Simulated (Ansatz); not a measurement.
The same molecule with X = C, Si, Ge, Sn. Ansatz, PBE0-D4/def2-TZVP geometries, multiplicity 1.

Elements past krypton have def2 core potentials. Scalar relativity is left out up to krypton.

| X | molecule | mean X–F bond length / Å | mean X–H bond length / Å | HOMO energy (PBE/def2-TZVPP) / eV | LUMO energy (PBE/def2-TZVPP) / eV | HOMO energy (B3LYP/def2-TZVPP) / eV |
| --- | --- | --- | --- | --- | --- | --- |
| C | `FCF` | 1.351 | 1.093 | -8.03 | 0.93 | -9.67 |
| Si | `F[SiH2]F` | 1.586 | 1.474 | -8.36 | -0.57 | -9.69 |
| Sn | `[F][SnH2][F]` | 1.909 | 1.692 | -8.30 | -1.95 | -9.66 |

Question: Give the row for X = Ge, `[F][GeH2][F]`. (Best estimate.)

Answer: The calculation gave: 
| X | molecule | mean X–F bond length / Å | mean X–H bond length / Å | HOMO energy (PBE/def2-TZVPP) / eV | LUMO energy (PBE/def2-TZVPP) / eV | HOMO energy (B3LYP/def2-TZVPP) / eV |
| --- | --- | --- | --- | --- | --- | --- |
| Ge | `[F][GeH2][F]` | 1.724 | 1.527 | -8.44 | -0.90 | -9.83 |

From C to Sn the mean X–F bond length rises at each step, by 0.558 Å in all; the mean X–H bond length rises at each step, by 0.599 Å in all; the HOMO energy (PBE/def2-TZVPP) isn't monotonic: highest at C, lowest at Ge; the LUMO energy (PBE/def2-TZVPP) falls at each step, by 2.88 eV in all; the HOMO energy (B3LYP/def2-TZVPP) isn't monotonic: highest at Sn, lowest at Ge. Bonds lengthen as the atom grows down the group.

B3LYP here is the variant with VWN-RPA as its local correlation; programs differ in this.
